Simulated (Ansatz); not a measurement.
The first iterations of a band of ClF2HOSi + H2 (8 atoms, charge 0, multiplicity 1).

Level of theory: Ansatz, RHF/def2-SVP.

| Property | Result |
| --- | --- |
| movable images | 7 |
| climbing image | yes |
| spring | 5.0 eV/Å² |
| optimiser | quadratic models (default) |
| start path | through a guess of the saddle point |
| force threshold | 0.2 eV/Å |
| iteration limit | 60 |
| end points | relaxed |

First end point:

```xyz
8
Properties=species:S:1:pos:R:3
Si -0.399 -0.495 -0.201
O -0.135 -0.167 1.350
H -0.822 -0.056 1.989
F 0.999 -0.510 -0.933
Cl -1.619 0.854 -1.095
F -1.053 -1.927 -0.383
H 1.637 2.950 2.019
H 1.407 2.247 1.912
```

Last end point:

```xyz
8
Properties=species:S:1:pos:R:3
Si -0.351 0.609 -0.378
O 0.681 0.386 2.254
H 1.383 -0.245 2.182
F 0.880 -0.400 -0.445
Cl -1.102 0.711 -2.279
F -1.492 -0.056 0.512
H 0.019 1.935 0.063
H -0.002 -0.044 2.749
```

| iteration | highest image above the first end (eV) | largest band force component (eV/Å) |
| --- | --- | --- |
| 1 | 77.844 | 305.375 |
| 2 | 48.036 | 187.057 |
| 3 | 15.562 | 56.755 |
| 4 | 7.218 | 34.010 |
| 5 | 3.619 | 14.564 |
| 6 | 4.078 | 7.007 |
| 7 | 3.875 | 5.385 |
| 8 | 3.531 | 3.749 |

Task: Does the band converge within its limit, and where does its top end?

Result: The forces met the threshold. It ended after 26 iterations with the highest image 2.844 eV above the first end. The threshold of 0.2 eV/Å is loose, so the images may lie well off the minimum-energy path. Neighbouring images differ by up to 2.4 eV, so the band resolves the path poorly. Another band between the same ends (7 images) ends at a top of the same energy, where a vibrational analysis finds 1 clearly imaginary mode. The orbitals stay closed-shell, which can raise the energy where a bond breaks towards radicals; this wasn't checked here.

The run took 4.6 min on 1 thread of Intel(R) Xeon(R) Platinum 8488C (Sapphire Rapids), with other jobs on the host, peak memory 0.2 GiB.
